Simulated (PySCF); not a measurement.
Eu(OH)3 relaxed at several levels

Computed with PySCF 2.14.0, def2-SVP on the ligands, density fitting, scalar-relativistic core potentials, no spin-orbit coupling, vacuum. Each row is relaxed at its own level from the same template. Distances are means of the shortest metal–ligand contacts, charges and spins Mulliken's; removal energies are rigid, with the ligand's formal charge and no counterpoise, so too large; for an anion taken off a cation in vacuum most of it is the attraction of opposite charges, and multiply charged cations can part far more cheaply with an electron moved from ligand to metal. lcecp potentials hold a fixed number of 4f electrons in the core, out of states, spins and gaps.

| level | basis on the metal | point group | M–OH (Å) | charge on M (e) | dipole (D) | removal of one OH (eV) | strongest infrared band, degenerate modes summed (cm⁻¹) | unstable modes (below −25 cm⁻¹) |
| --- | --- | --- | --- | --- | --- | --- | --- | --- |
| B3LYP | lcecp-1-SVP with ECP52 | C3v | 2.095 | 1.03 | 0.36 | 11.11 | 375 | 0 |
| PBE0 | lcecp-1-SVP with ECP52 | C3v | 2.083 | 1.09 | 0.35 | 11.05 | 379 | 0 |

**Question.** What does the calculation give for PBE, lcecp-1-SVP with ECP52?

**Answer.** point group: C3v, M–OH (Å): 2.090, charge on M (e): 0.87, dipole (D): 0.71, removal of one OH (eV): 11.15, strongest infrared band, degenerate modes summed (cm⁻¹): 349, unstable modes (below −25 cm⁻¹): 0.
```xyz
7

Eu    0.0000    0.0000   -0.1473
O     2.0764    0.0000    0.0918
H     3.0220    0.0000    0.2952
O    -1.0382    1.7982    0.0918
H    -1.5110    2.6171    0.2952
O    -1.0382   -1.7982    0.0918
H    -1.5110   -2.6171    0.2952
```

One start shape was tried for each, so a minimum needn't be the lowest isomer.
